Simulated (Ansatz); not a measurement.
```yaml
crystal:
  periodic: [false, false, false]
  atoms:
    - {symbol: O, position_ang: [-1.783668, 0.529926, 1.506699]}
    - {symbol: In, position_ang: [-0.279270, -0.206444, 0.453865]}
    - {symbol: O, position_ang: [1.597705, -0.034286, 1.146109]}
    - {symbol: O, position_ang: [-0.489218, -1.501840, -1.054240]}
    - {symbol: O, position_ang: [0.683463, 1.365907, -0.947989]}
    - {symbol: H, position_ang: [-2.628268, 0.408511, 1.067174]}
    - {symbol: H, position_ang: [2.059106, -0.865944, 1.266210]}
    - {symbol: H, position_ang: [-1.356541, -1.907200, -1.110627]}
    - {symbol: H, position_ang: [1.536238, 1.199830, -0.503508]}
    - {symbol: H, position_ang: [0.743552, 0.960541, -1.820795]}
basis:
  gaussian: {orbitals: x2c-TZVPPall, final_grid: {core_spheres: 1, valence_spheres: 1, degree: 3}}
hamiltonian: {xc: {name: PBE}}
output: {forces: true}
```

```sh
$ ansatz run in.yaml --threads 4 --pin off --events-out ev --progress --plain --max-ram 10444MiB
```

Output, abridged:

```
Functional definition: PBE
1452 factors; their error is unknown
mean field evaluation 1: about -168266.6928 eV, gradient 1.3e2 eV
mean field evaluation 2: about -168118.1976 eV, gradient 2.8e2 eV
mean field evaluation 4: about -168290.3428 eV, gradient 4.0e1 eV
mean field evaluation 8: about -168292.8884 eV, gradient 6.3e-1 eV
a density is far from that of the atoms, so the factors are made again for it
2152 factors; integrals over basis functions are off by at most 4.9e-4 eV
mean field -168632.36575481 eV, -6197.1251383664 hartree, gradient 6.6e-5 eV, S^2 0.000000; 0 other end points of the search recorded, 0 dependent functions left out
reference -168632.36591860 eV, -6197.1251443855 hartree; 43, 43 occupied and 211, 211 virtual orbitals, 2152 factors
Total energy: -168632.36591860 eV, -6197.1251443855 hartree
Relativity: scalar
Atom 0 at    -1.783668     0.529926     1.506699 Å, force    21.109566     7.489317  -112.062807 eV/Å
Atom 1 at    -0.279270    -0.206444     0.453865 Å, force   141.590598   -25.005237   216.354721 eV/Å
Atom 2 at     1.597705    -0.034286     1.146109 Å, force   -86.816453   -32.421482   -71.906937 eV/Å
Atom 3 at    -0.489218    -1.501840    -1.054240 Å, force   -77.389430    15.354932   -54.201419 eV/Å
Atom 4 at     0.683463     1.365907    -0.947989 Å, force    -6.473037    -2.654049   -12.683021 eV/Å
Atom 5 at    -2.628268     0.408511     1.067174 Å, force     7.096993    -7.819733    -0.030704 eV/Å
Atom 6 at     2.059106    -0.865944     1.266210 Å, force    -6.943897    30.130536     9.595889 eV/Å
Atom 7 at    -1.356541    -1.907200    -1.110627 Å, force    28.903820     3.700371     6.258011 eV/Å
Atom 8 at     1.536238     1.199830    -0.503508 Å, force   -16.138686     4.511213     0.542729 eV/Å
Atom 9 at     0.743552     0.960541    -1.820795 Å, force    -4.939474     6.714132    18.133536 eV/Å
Dipole moment:    -0.095239    -0.401087    -0.098404 e Å
```

In this input the integration grid is far too coarse. Self-consistency was reached. The result belongs to that input, not to the molecule as meant.
